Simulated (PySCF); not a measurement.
H12Si6, triplet, at the geometry of the source list (a higher spin typed on purpose: for a closed-shell molecule this is an excited state) (in this run its highest filled SCF level lies above zero, so its values depend strongly on the basis, on diffuse functions most of all). Base run: PySCF with HF/STO-3G.

Geometry (Å):
```xyz
18

Si    -1.3150     1.3456    -1.2263
Si     0.7583     2.0646    -0.4539
Si     2.2219     0.2783    -0.1711
Si     1.3148    -1.3458     1.2262
Si    -0.7587    -2.0645     0.4537
Si    -2.2219    -0.2781     0.1713
H     -1.1251     0.7485    -2.5597
H     -2.2416     2.4541    -1.4910
H      1.3279     3.1463    -1.2680
H      0.5614     2.7070     0.8573
H      2.4587    -0.3332    -1.4905
H      3.5666     0.7010     0.2417
H      2.2417    -2.4540     1.4909
H      1.1252    -0.7485     2.5596
H     -1.3278    -3.1463     1.2680
H     -0.5612    -2.7071    -0.8573
H     -2.4587     0.3332     1.4907
H     -3.5666    -0.7010    -0.2416
```
Charge 0, spin multiplicity 3.
Orbitals are unrestricted.
All else is at PySCF's defaults.
Base energy -1720.33518 Eh.

Each row names what was changed in the base input (with any setting that the change needs).

| change | ΔE vs base (mEh) | SCF cycles | <S^2> | outcome |
|---|---|---|---|---|
| base | 0.000 | 12 | 2.007 | converged |
| diis = off; damp = 0.6 (with mf.diis_start_cycle = 200; with mf.max_cycle = 150) | -57.925 | 147 | 2.006 | another SCF solution |
| level_shift = 0.5 (with mf.max_cycle = 100) | - | 100 | - | not converged |
| diis_space = 2 | - | 50 | - | not converged |
| diis = off; damp = 0.3 (with mf.diis_start_cycle = 200; with mf.max_cycle = 150) | -57.925 | 88 | 2.006 | another SCF solution |
| conv_tol = 1e-4 | 0.002 | 4 | 2.006 | converged |
| damp = 0.5; diis_start_cycle = 5 | 0.000 | 14 | 2.007 | converged |
| conv_tol = 1e-12 | 0.000 | 35 | 2.007 | converged |
| init_guess = mod_huckel | 0.000 | 16 | 2.007 | converged |
| level_shift = 0.3 (with mf.max_cycle = 100) | 0.000 | 23 | 2.007 | converged |
| diis_space = 20 | 0.000 | 12 | 2.007 | converged |
| diis_space = 4 | 0.000 | 18 | 2.007 | converged |
| solver = newton | 0.000 | - | 2.007 | converged |

A guess, shift, damping, solver or small numerical setting can't move a converged solution much, so rows marked as another SCF solution ended in a different state.

Open shells are given as the SCF converged; they aren't shown to be the lowest states, and a large step between rows can be another state.
